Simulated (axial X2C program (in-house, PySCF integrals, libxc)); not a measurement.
**PdC: from the spin-free to the two-component result**

Computed with an axial X2C code built on PySCF integrals. Spin-free means the one-electron spin-free X2C Hamiltonian; two-component (2c) means X2C with spin–orbit coupling and atomic mean-field two-electron Coulomb and Gaunt terms, so the difference of the two also holds small scalar two-electron terms. Basis: Pd dyall-cv3z [12s12p8d5f3g], C dyall-v3z [7s6p2d1f] (cores contracted in-house); Gaussian nuclei, density fitting, unrestricted open shells. Masses: Pd 105.903 u, C 12.000 u.

Spin-free state: M_S = 1, Λ = 1 (beyond evenly filled blocks: σα, π+α); fragments Pd + C.

```tsv
level	Re (Å)	ωe (cm⁻¹)	De (eV)	μ (D)
PBE0	1.742	768.5	3.160	-2.52
PBEsol	1.727	826.7	4.329	-2.20
BLYP	1.761	766.5	3.605	-2.18
PW91	1.744	795.5	3.932	-2.24
```

Dipoles are positive if C is the positive end.

Two-component determinant lowest at the distance of the search:

Ω = 2 (⟨Sz⟩ = 1.00, ⟨Lz⟩ = 1.00 at PBE0); fragments Pd + C.

```csv
level,Re (Å),ωe (cm⁻¹),De (eV),μ (D)
PBE0,1.745,764.2,3.117,-2.53
PBEsol,1.730,822.7,4.281,-2.20
BLYP,1.764,762.3,3.561,-2.18
PW91,1.746,791.5,3.885,-2.24
```

Task: From the two tables, how do the constants change at the PBE0 level (2c against spin-free)?

Result: At the PBE0 level Re rises by 0.003 Å and ωe decreases by 4.3 cm⁻¹; De is not compared, since the atomic limits differ or miss part of their spin–orbit lowering.

The state is a single determinant with fixed occupations, the lowest that a limited PBE0 search found. De is counted from the lowest determinant-based energies of the atoms at the same level, without counterpoise correction. Density functionals use the spin component along the axis (collinear). The 2c atoms are single determinants rather than J levels; their spin–orbit lowering is only partly caught, and De is too large by that part. This holds for PBE0, PBEsol, BLYP, PW91. Other states lie close and PBE0, whose exact exchange favours high spin, may order them wrongly; the determinant shown need not be the ground state. The nearest other spin-free determinant of the search, M_S = 0, Λ = 0, lies 0.09 eV up at the distance of the search. Without a current term, density functionals place determinants with orbital angular momentum somewhat too high. With several unpaired electrons one determinant need not be a pure state. A state of lower Ω lies just above, and one determinant can place such states too high, so the state shown need not be the lowest. The search has Ω = 0 only 0.03 eV up. Open-shell Ω = 0 determinants with evenly filled partner blocks cannot be reached by this program, so the Ω shown need not be the lowest component. At some level and bond length an empty orbital lies below a filled one.
